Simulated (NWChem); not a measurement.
System: GaH3Se; SMILES [GaH2][SeH]

```xyz
5

Ga     0.0140     1.2366     0.0000
H     -1.3814     1.9406     0.0000
H      1.4109     1.9381     0.0000
Se    -0.0553    -1.0845     0.0000
H      1.4083    -1.2270     0.0000
```
Atoms are numbered in this order, from 1.

Computed with NWChem. Structure relaxed at the PBE0/def2-SVP level. Static field.

```
level                                  isotropic polarisability (bohr³)  anisotropy (bohr³)
-------------------------------------  --------------------------------  ------------------
PBE/def2-SVPD                                                (withheld)          (withheld)
B3LYP/def2-SVPD                                                    63.0                27.9
Hartree-Fock/def2-SVPD                                             57.7                20.7
LDA (Slater exchange, VWN5)/def2-SVPD                              65.5                30.4
```

Question: Fill in the missing entries.

Answer: 
- PBE/def2-SVPD, isotropic polarisability (bohr³): 64.7
- PBE/def2-SVPD, anisotropy (bohr³): 29.6
